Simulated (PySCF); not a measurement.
# Levels of Ca⁷⁺ from EOM-EA-GCCSD

Reference: closed-shell Ca⁸⁺, [Ne] 3s2; one electron is added. Calculated with PySCF 2.14, two-component X2C-1e with screened spin-orbit coupling, an uncontracted even-tempered set (19 s from 0.12 bohr⁻², ratio 2.6; 13 p from 0.16 bohr⁻², ratio 2.6; 7 d from 0.17 bohr⁻², ratio 2.8; 4 f from 3.5 bohr⁻², ratio 2.8); frozen 1s2; the 50 highest virtual spinors dropped; of the others 48 kept and the rest restored at second order. No Breit or QED terms. Binding energies in eV.

```csv
level,Koopmans,second order,EOM-CCSD
3p1/2,146.55,147.86,147.79
3p3/2,145.98,147.30,147.23
3d3/2,112.96,near a pole,111.94
3d5/2,112.92,near a pole,111.92
4s1/2,78.995,79.909,79.967
```

Electric-dipole lines between these computed levels:

| lower | upper | ΔE (eV) | vacuum wavelength (nm) |
| --- | --- | --- | --- |
| 3p1/2 | 3d3/2 | 35.845 | 34.59 |
| 3p1/2 | 4s1/2 | 67.821 | 18.28 |
| 3p3/2 | 3d3/2 | 35.287 | 35.14 |
| 3p3/2 | 3d5/2 | 35.311 | 35.11 |
| 3p3/2 | 4s1/2 | 67.263 | 18.43 |

In EOM-CCSD the overlap with the one-orbital guess is low for 3d3/2 (weight 0.82), 3d5/2 (weight 0.83). That can mean mixing with two-particle, one-hole states, where second order and EOM-CCSD lose accuracy, or only a rotation among the degenerate components of the shell; the terms of those configurations are not listed.

For comparison, the ionisation energy of Ca⁷⁺ is 147.24 ± 0.12 eV (measured; NIST Atomic Spectra Database, ionization energies).

Only part of the computed levels is shown.

The screened spin-orbit operator tends to give fine-structure splittings of light species too large.
